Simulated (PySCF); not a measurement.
## Spinor energies of Nb³⁺ (niobium, charge +3)

Start: [Kr] 4d1 5s1; 4d5/2 filled at m_j = +5/2; 5s1/2 filled at m_j = +1/2. Calculated with PySCF 2.14 in x2c-TZVPall-2c: generalised Hartree-Fock with the X2C-1e Hamiltonian and a Gaussian nucleus; one run each with spin-orbit coupling (SO) switched off, then screened by Boettger's factors. This is a chosen level, not necessarily the ground level.

```json
{"spinor shell": "1s1/2", "electrons": "2", "ε, spin-free (eV)": "-19124.6", "ε, screened SO (eV)": "-19123.7", "weight of nominal j (screened SO)": "1.000", "rms radius, screened SO (bohr)": "0.0415"}
{"spinor shell": "2s1/2", "electrons": "2", "ε, spin-free (eV)": "-2781.3", "ε, screened SO (eV)": "-2781.1", "weight of nominal j (screened SO)": "1.000", "rms radius, screened SO (bohr)": "0.171"}
{"spinor shell": "2p1/2", "electrons": "2", "ε, spin-free (eV)": "-2481.1", "ε, screened SO (eV)": "-2547.1", "weight of nominal j (screened SO)": "1.000", "rms radius, screened SO (bohr)": "0.149"}
{"spinor shell": "2p3/2", "electrons": "4", "ε, spin-free (eV)": "-2481.1", "ε, screened SO (eV)": "-2450.1", "weight of nominal j (screened SO)": "1.000", "rms radius, screened SO (bohr)": "0.154"}
{"spinor shell": "3s1/2", "electrons": "2", "ε, spin-free (eV)": "-527.07", "ε, screened SO (eV)": "-527.03", "weight of nominal j (screened SO)": "1.000", "rms radius, screened SO (bohr)": "0.471"}
{"spinor shell": "3p1/2", "electrons": "2", "ε, spin-free (eV)": "-426.12", "ε, screened SO (eV)": "-437.29", "weight of nominal j (screened SO)": "1.000", "rms radius, screened SO (bohr)": "0.471"}
{"spinor shell": "3p3/2", "electrons": "4", "ε, spin-free (eV)": "-426.12", "ε, screened SO (eV)": "-420.89", "weight of nominal j (screened SO)": "1.000", "rms radius, screened SO (bohr)": "0.481"}
{"spinor shell": "3d3/2", "electrons": "4", "ε, spin-free (eV)": "-261.02", "ε, screened SO (eV)": "-262.71", "weight of nominal j (screened SO)": "0.997", "rms radius, screened SO (bohr)": "0.471"}
{"spinor shell": "3d5/2", "electrons": "6", "ε, spin-free (eV)": "-261.02", "ε, screened SO (eV)": "-259.89", "weight of nominal j (screened SO)": "0.998", "rms radius, screened SO (bohr)": "0.474"}
{"spinor shell": "4s1/2", "electrons": "2", "ε, spin-free (eV)": "-108.34", "ε, screened SO (eV)": "-108.35", "weight of nominal j (screened SO)": "1.000", "rms radius, screened SO (bohr)": "1.22"}
{"spinor shell": "4p3/2", "electrons": "4", "ε, spin-free (eV)": "-77.837", "ε, screened SO (eV)": "-77.236", "weight of nominal j (screened SO)": "0.963", "rms radius, screened SO (bohr)": "1.36"}
{"spinor shell": "4p1/2", "electrons": "2", "ε, spin-free (eV)": "-77.837", "ε, screened SO (eV)": "-79.184", "weight of nominal j (screened SO)": "0.926", "rms radius, screened SO (bohr)": "1.33"}
{"spinor shell": "4d5/2", "electrons": "1", "ε, spin-free (eV)": "-40.627", "ε, screened SO (eV)": "-40.528", "weight of nominal j (screened SO)": "1.000", "rms radius, screened SO (bohr)": "1.79"}
{"spinor shell": "5s1/2", "electrons": "1", "ε, spin-free (eV)": "-30.008", "ε, screened SO (eV)": "-30.013", "weight of nominal j (screened SO)": "1.000", "rms radius, screened SO (bohr)": "3.15"}
```

| quantity | spin-free | screened SO |
| --- | --- | --- |
| E (hartree) | -3815.18273 | -3815.58647 |
| M_J | 3 | 3 |
| ⟨J²⟩ | 12.006 | 12.006 |
| ⟨L²⟩ | 6.005 | 6.012 |
| ⟨S²⟩ | 2.001 | 2.009 |

Each row is a mean over spinors that exchange with the open shell spreads, by up to 4.414 eV (4p3/2).

Breit and QED terms are absent; they matter most for the inner s and p1/2 levels.

Densities and radii are taken from the X2C orbitals without a picture-change correction, which distorts them close to the nucleus.

Without spin-orbit coupling the j labels of p, d and f shells carry no meaning; the spin-free column gives the mean over the occupied spinors of each nl shell.
